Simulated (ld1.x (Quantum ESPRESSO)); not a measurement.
# Which change was made? (Co, TM)

```
Element                 : Co
Generator               : ld1.x (Quantum ESPRESSO) 7.5
Type                    : norm-conserving Troullier–Martins (Kleinman–Bylander form)
Functional              : PBE
Relativity              : non-relativistic
Frozen core             : [Ar]
Valence charge          : 9
Reference configuration : 3d7 4s2 4p0
Partial waves           : 4s (bound): rc 2.05 bohr; 4p (bound, empty): rc 0.90 bohr; 3d (bound): rc 1.55 bohr
Local potential         : the d channel
Core correction         : none
```

Cutoffs, loose and tight: the cutoffs (Ry, on a coarse ladder) from which the occupation-weighted sum of valence levels, in a spherical-Bessel basis at the reference potential, stays within 10 and 1 mRy of its value at 400 Ry. They do not see the model core or the augmentation charge, which bear on the density cutoff. Test errors are all-electron minus pseudo excitation energies from the reference, over the configurations 3d7 4s1 4p0; 3d7 4s0 4p0; 3d6 4s0 4p0; 3d7.5 4s1.5 4p0; 3d8 4s0 4p0; 3d8 4s1 4p0; 3d6 4s2 4p1; variants that change the core or the reference have their own tests. The largest error is taken over the tests solved by every variant that gives reliable tests at all, those not shown here included: 3d6 4s0 4p0; 3d7 4s0 4p0; 3d7 4s1 4p0; 3d7.5 4s1.5 4p0; 3d8 4s0 4p0; 3d8 4s1 4p0.

The base gives: outcome: generated; cutoff, loose: 110 Ry; cutoff, tight: 180 Ry; bound ghosts: s, p; largest test error (meV): -175.

Problem. After one change the result is: outcome: generated; cutoff, loose: 45 Ry; cutoff, tight: 80 Ry; bound ghosts: s, p; largest test error (meV): +135. Which change was it?
A. local potential all-electron potential smoothed inside 1.90 bohr (lloc = -1)
B. type ultrasoft; waves now 4s (bound): rcut 1.80, rcutus 2.05 bohr; 4s channel at 0.8 Ry: rcut 1.80, rcutus 2.05 bohr; 4p (bound): rc 0.90 bohr; 4p channel at 3.15 Ry: rc 0.90 bohr; 3d (bound): rcut 1.35, rcutus 1.55 bohr; 3d channel at -0.3 Ry: rcut 1.35, rcutus 1.55 bohr; local potential all-electron potential smoothed inside 0.90 bohr (lloc = -1); augmentation PSQ, inside the norm-conserving radii
C. wave 4p (bound): rc 0.90 bohr becomes 4p (bound): rc 0.96 bohr

Solution. B. The others give: local potential all-electron potential smoothed inside 1.90 bohr (lloc = -1) → outcome: generated; cutoff, loose: 110 Ry; cutoff, tight: 180 Ry; bound ghosts: p; largest test error (meV): -177 | wave 4p (bound): rc 0.90 bohr becomes 4p (bound): rc 0.96 bohr → outcome: generated; cutoff, loose: 110 Ry; cutoff, tight: 180 Ry; bound ghosts: p, s; largest test error (meV): -175.
